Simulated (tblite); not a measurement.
Species: C4H3FOS.
Cartesian coordinates in Å at the GFN2-xTB level; atoms count from 1:
```xyz
10
C4H3FOS angstrom
O      2.3654    0.1484    0.0496
C      1.0213    0.1334   -0.0068
C      0.2151   -0.8978    0.3522
C     -1.1620   -0.6091    0.1782
C     -1.3621    0.6341   -0.3086
F     -2.5313    1.2148   -0.5841
S      0.1118    1.5126   -0.5779
H      2.7169    0.9922   -0.2563
H      0.5914   -1.8301    0.7270
H     -1.9577   -1.2939    0.4041
```

Calculated harmonic vibrations of the isolated species, GFN2-xTB (tblite), most abundant isotopes, no scaling. The method is semi-empirical: single wavenumbers can be off by several per cent or more. One conformer, not necessarily the lowest.

Harmonic wavenumbers (cm⁻¹): 160.0, 249.9, 289.4, 341.3, 387.0, 452.2, 454.2, 514.0, 673.9, 695.9, 723.5, 784.2, 818.9, 1022.4, 1101.4, 1149.9, 1186.1, 1212.9, 1341.5, 1565.1, 1605.3, 3151.3, 3163.3, 3530.3.

A = 5138, B = 1794, C = 1330 MHz; mass 117.989 u (most abundant isotopes); point group Cs, symmetry number 1.

Problem. What is the zero-point energy?

Solution. Half the sum of the wavenumbers: 13287 cm⁻¹ = 37.99 kcal/mol.

Problem. Entropy at 400 K, 1 bar (ideal gas, RRHO, classical rotation)?

Solution. Translation 41.70, rotation 28.54, vibration 17.83: S = 88.1 cal/(mol K).

Problem. And Cp and H(400 K) − H(0)?

Solution. Cp = 31.13 cal/(mol K), of which vibrations give 23.19 (their classical limit is 24 R = 47.7); H(400 K) − H(0) = 7.53 kcal/mol without the zero-point energy, 4.35 from vibrations.

Problem. Which modes carry the vibrational entropy at 400 K?

Solution. 160.0 cm⁻¹: 3.11; 249.9 cm⁻¹: 2.26; 289.4 cm⁻¹: 1.99; 341.3 cm⁻¹: 1.70; 387.0 cm⁻¹: 1.48; 452.2 cm⁻¹: 1.23 cal/(mol K); the other 18 give 6.05 together.

Problem. How do the functions run with temperature in this model?

Solution. 
```json
{"T (K)": "150", "S (cal/(mol K))": "65.9", "Cp (cal/(mol K))": "15.3", "H − H(0) (kcal/mol)": "1.57", "G − H(0) (kcal/mol)": "-8.32", "ln q(vib)": "0.50"}
{"T (K)": "250", "S (cal/(mol K))": "75.5", "Cp (cal/(mol K))": "22.6", "H − H(0) (kcal/mol)": "3.47", "G − H(0) (kcal/mol)": "-15.40", "ln q(vib)": "1.54"}
{"T (K)": "298.15", "S (cal/(mol K))": "79.7", "Cp (cal/(mol K))": "25.6", "H − H(0) (kcal/mol)": "4.63", "G − H(0) (kcal/mol)": "-19.14", "ln q(vib)": "2.14"}
{"T (K)": "600", "S (cal/(mol K))": "102.2", "Cp (cal/(mol K))": "38.5", "H − H(0) (kcal/mol)": "14.56", "G − H(0) (kcal/mol)": "-46.77", "ln q(vib)": "6.26"}
{"T (K)": "900", "S (cal/(mol K))": "119.1", "Cp (cal/(mol K))": "44.5", "H − H(0) (kcal/mol)": "27.10", "G − H(0) (kcal/mol)": "-80.07", "ln q(vib)": "10.18"}
```

q(vib) and H(0) count from the zero-point level.

Hindered rotation and anharmonicity are outside this model. Other conformers, if any are populated, would add a mixing term that is left out.
